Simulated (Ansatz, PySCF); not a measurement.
Spin states of H2MoO2 (SMILES [OH][Mo][OH]), each relaxed with B3LYP-D3(BJ)/def2-TZVP.
State 1 (charge 0, multiplicity 5):
```xyz
5

Mo     0.17088    -0.66647     0.03238
O      1.48887     0.31963    -0.94842
H      1.35940     0.64804    -1.84587
O     -1.49476    -0.36248     0.92886
H     -1.57817     0.09093     1.77595
```
State 2 (charge 0, multiplicity 3):
| atom | x (Å) | y (Å) | z (Å) |
|---|---|---|---|
| Mo | 0.2691 | -0.1189 | 0.2445 |
| O | 1.3521 | 0.2209 | -1.1931 |
| H | 1.6188 | 0.4839 | -2.0756 |
| O | -1.1905 | -0.2908 | 1.3377 |
| H | -2.1033 | -0.2654 | 1.6294 |

Singlets are restricted, other states unrestricted; no spin–orbit coupling, no relativity up to Kr; see below for the cores. The largest T1 diagnostic is 0.027.

Codes used: Ansatz (a program for electronic structure); PySCF for the dispersion terms. Values without a source in brackets are computed. In def2 rows elements past Kr take small-core potentials, without spin–orbit coupling.

Question: Give the energy of the multiplicity-3 state less that of the multiplicity-5 state at the level PBE0-D3(BJ)/def2-TZVPP.

Answer: 0.61 eV

Question: What energy of the multiplicity-3 state less that of the multiplicity-5 state does CAM-B3LYP/def2-TZVPP give?

Answer: 0.24 eV

Question: Give the energy of the multiplicity-3 state less that of the multiplicity-5 state at the level BHLYP-D4/def2-TZVPP.

Answer: 0.47 eV
